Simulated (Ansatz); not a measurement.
Start from `[SiH3]OCS` and change one atom or group to get `[AlH2][O]CS`.

Ansatz, PBE0-D4/def2-TZVP geometries, multiplicity 1. Each molecule was computed in one conformer, which needn't be the lowest. `[AlH2][O]CS` holds a close contact that its SMILES doesn't draw: S···Al 2.54 Å.

```tsv
property	`[SiH3]OCS`
HOMO–LUMO gap (PBE0/def2-TZVPP) / eV	7.26
zero-point energy (PBE0-D4/def2-TZVP) / kJ/mol	175.6
HOMO energy (ωB97M-V/def2-TZVPP) / eV	-9.48
size of the dipole moment (B3LYP/def2-TZVPP) / D	1.52
LUMO energy (B3LYP/def2-TZVPP) / eV	-0.20
size of the dipole moment (PBE/def2-TZVPP) / D	1.43
```

(1) What does the change do to each property? (Estimate.)

Results:

(1) Computed: 
```tsv
property	`[AlH2][O]CS`	shift
HOMO–LUMO gap (PBE0/def2-TZVPP) / eV	6.96	-0.30
zero-point energy (PBE0-D4/def2-TZVP) / kJ/mol	146.2	-29.4
HOMO energy (ωB97M-V/def2-TZVPP) / eV	-9.87	-0.39
size of the dipole moment (B3LYP/def2-TZVPP) / D	2.70	1.18
LUMO energy (B3LYP/def2-TZVPP) / eV	-0.91	-0.71
size of the dipole moment (PBE/def2-TZVPP) / D	2.63	1.20
```

With PBE0 the HOMO falls by 0.38 eV and the LUMO falls by 0.68 eV, so the gap narrows by about 0.30 eV. PBE moves the HOMO by -0.21 eV and ωB97M-V by -0.39 eV. The zero-point energy changes by -29.4 kJ/mol with -3 modes. Dipoles are sizes alone; their direction can turn.

B3LYP here is the variant with VWN-RPA as its local correlation; programs differ in this.
